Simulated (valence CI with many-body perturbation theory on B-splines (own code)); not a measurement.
## Level structure of Pm⁴⁸⁺

Computed by configuration interaction combined with many-body perturbation theory (CI+MBPT): three valence electrons over a frozen Dirac-Fock core [Ne], radial functions for each j: 11 s, 11 p, 10 d, 8 f, 5 g, 2 h, with the one-electron correlation potential Σ1, the two-electron term Σ2, the three-electron term Σ3, Breit, model QED; selected CI, second order for the rest, scaled by the run's own slope (own B-spline code, finite nucleus).

The last digits are not significant, and no measured levels were compared; by estimate large intervals hold to a few tenths of a per cent, small ones and those within an open d or f shell to about a per cent.

Levels 1 to 45 of 158, with energies above the lowest level, (3s^2 3p1/2) J=1/2. "Leading %" is the weight of the configuration and term that name the level; weights of strongly mixed levels are sums over their largest components and can fall short, so below about 35 % the name and the second component can differ from the true leading terms, or belong to a minority configuration. In the jj column 3d3/2^4 stands for four electrons in 3d with j = 3/2. Lifetimes count E1, E2, E3, M1 and M2 decay at the calculated energies, and are blank where another channel may lead or the interval is too uncertain; long ones can be off by a factor of two.

```csv
No.,Configuration,Term,J,E (eV),Leading %,Lifetime,Second component,Leading jj
1,3s2.3p,2P°,1/2,0.00,99,,,3s^2 3p1/2 (99 %)
2,3s.3p2,4P,1/2,122.99,59,51.5 ps,28 % 3s.3p2 2S,3s 3p1/2^2 (97 %)
3,3s2.3p,2P°,3/2,146.06,99,62.9 ns,,3s^2 3p3/2 (99 %)
4,3s.3p2,4P,3/2,247.03,91,347 ps,7 % 3s.3p2 2D,3s 3p1/2 3p3/2 (99 %)
5,3s.3p2,2D,5/2,260.61,56,133 ps,42 % 3s.3p2 4P,3s 3p1/2 3p3/2 (96 %)
6,3s.3p2,2D,3/2,278.27,57,4.85 ps,25 % 3s.3p2 2P,3s 3p1/2 3p3/2 (83 %)
7,3s.3p2,2P,1/2,286.49,71,1.47 ps,26 % 3s.3p2 4P,3s 3p1/2 3p3/2 (96 %)
8,3s2.3d,2D,3/2,327.87,83,1.14 ps,8 % 3s.3p2 2D,3s^2 3d3/2 (83 %)
9,3s2.3d,2D,5/2,353.29,90,10.2 ps,9 % 3s.3p2 4P,3s^2 3d5/2 (90 %)
10,3p3,2P°,3/2,401.44,35,5.77 ps,23 % 3p3 2D°,3p1/2^2 3p3/2 (76 %)
11,3s.3p2,4P,5/2,406.17,50,4.30 ps,43 % 3s.3p2 2D,3s 3p3/2^2 (91 %)
12,3s.3p.3d,4F°,3/2,415.38,74,14.8 ps,13 % 3s.3p.3d 2D°,3s 3p1/2 3d3/2 (87 %)
13,3s.3p.3d,4F°,5/2,425.26,50,66.7 ps,23 % 3s.3p.3d 2F°,3s 3p1/2 3d3/2 (95 %)
14,3s.3p2,2S,1/2,433.02,69,2.09 ps,16 % 3s.3p2 2P,3s 3p3/2^2 (98 %)
15,3s.3p2,2P,3/2,438.43,64,1.04 ps,28 % 3s.3p2 2D,3s 3p3/2^2 (97 %)
16,3s.3p.3d,4D°,1/2,445.61,64,1.57 ps,29 % 3s.3p.3d 2P°,3s 3p1/2 3d3/2 (97 %)
17,3s.3p.3d,4D°,3/2,448.37,41,1.38 ps,23 % 3s.3p.3d 4P°,3s 3p1/2 3d3/2 (83 %)
18,3s.3p.3d,4P°,5/2,459.47,38,7.68 ps,29 % 3s.3p.3d 4D°,3s 3p1/2 3d5/2 (98 %)
19,3s.3p.3d,4F°,7/2,468.42,51,11.8 ps,26 % 3s.3p.3d 2F°,3s 3p1/2 3d5/2 (96 %)
20,3s.3p.3d,2F°,5/2,477.21,48,8.57 ps,18 % 3s.3p.3d 2D°,3s 3p1/2 3d5/2 (93 %)
21,3s.3p.3d,2D°,3/2,481.21,39,3.12 ps,30 % 3s.3p.3d 2P°,3s 3p1/2 3d5/2 (76 %)
22,3p3,2D°,5/2,543.68,71,2.72 ps,15 % 3s.3p.3d 2F°,3p1/2 3p3/2^2 (71 %)
23,3p3,2D°,3/2,547.82,45,1.22 ps,43 % 3p3 4S°,3p1/2 3p3/2^2 (88 %)
24,3p3,2P°,1/2,558.49,84,1.77 ps,14 % 3s.3p.3d 2P°,3p1/2 3p3/2^2 (84 %)
25,3p2.3d,2D,3/2,566.65,37,9.49 ps,37 % 3p2.3d 4F,3p1/2^2 3d3/2 (98 %)
26,3s.3p.3d,4D°,3/2,573.00,42,1.86 ps,39 % 3s.3p.3d 4P°,3s 3p3/2 3d3/2 (98 %)
27,3s.3p.3d,4P°,1/2,574.11,85,2.20 ps,13 % 3s.3p.3d 4D°,3s 3p3/2 3d3/2 (97 %)
28,3s.3p.3d,4D°,5/2,574.22,49,1.46 ps,19 % 3s.3p.3d 4F°,3s 3p3/2 3d3/2 (83 %)
29,3s.3p.3d,4F°,7/2,577.21,39,2.34 ps,36 % 3s.3p.3d 4D°,3s 3p3/2 3d3/2 (82 %)
30,3s.3p.3d,4F°,9/2,590.01,100,77.6 ns,,3s 3p3/2 3d5/2 (100 %)
31,3s.3p.3d,2D°,3/2,596.47,63,1.22 ps,25 % 3s.3p.3d 4P°,3s 3p3/2 3d3/2 (67 %)
32,3s.3p.3d,2D°,5/2,608.25,38,3.31 ps,37 % 3s.3p.3d 4P°,3s 3p3/2 3d5/2 (88 %)
33,3p2.3d,2D,5/2,609.53,29,6.11 ps,23 % 3p2.3d 4D,3p1/2^2 3d5/2 (96 %)
34,3s.3p.3d,2F°,5/2,611.70,65,886 fs,20 % 3s.3p.3d 2D°,3s 3p3/2 3d3/2 (81 %)
35,3s.3p.3d,2P°,1/2,614.27,70,805 fs,20 % 3s.3p.3d 4D°,3s 3p3/2 3d3/2 (84 %)
36,3s.3p.3d,2F°,7/2,617.67,75,3.88 ps,21 % 3s.3p.3d 4D°,3s 3p3/2 3d5/2 (85 %)
37,3s.3p.3d,2P°,3/2,618.31,43,2.14 ps,40 % 3s.3p.3d 2D°,3s 3p3/2 3d5/2 (63 %)
38,3s.3p.3d,2F°,7/2,631.34,73,1.78 ps,19 % 3s.3p.3d 4D°,3s 3p3/2 3d5/2 (96 %)
39,3s.3p.3d,2P°,1/2,640.04,84,2.48 ps,9 % 3p3 2P°,3s 3p3/2 3d5/2 (85 %)
40,3s.3p.3d,2P°,3/2,647.38,80,1.28 ps,7 % 3s.3p.3d 2D°,3s 3p3/2 3d5/2 (97 %)
41,3s.3p.3d,2D°,5/2,649.50,63,1.20 ps,21 % 3s.3p.3d 2F°,3s 3p3/2 3d5/2 (90 %)
42,3p2.3d,2F,5/2,692.70,52,3.90 ps,35 % 3p2.3d 4F,3p1/2 3p3/2 3d3/2 (91 %)
43,3p2.3d,4F,3/2,698.89,39,2.14 ps,28 % 3p2.3d 2P,3p1/2 3p3/2 3d3/2 (98 %)
44,3p2.3d,4D,1/2,701.08,81,2.01 ps,15 % 3p2.3d 2P,3p1/2 3p3/2 3d3/2 (99 %)
45,3p2.3d,2G,7/2,703.16,44,3.03 ps,29 % 3p2.3d 2F,3p1/2 3p3/2 3d3/2 (91 %)
```

The ionisation energy to 3s2 1S_0 of the next ion comes out as 4166.5 eV (NIST: 4166 ± 4 eV (theoretical)). All 158 levels together are meant to be complete up to 2042.10 eV.
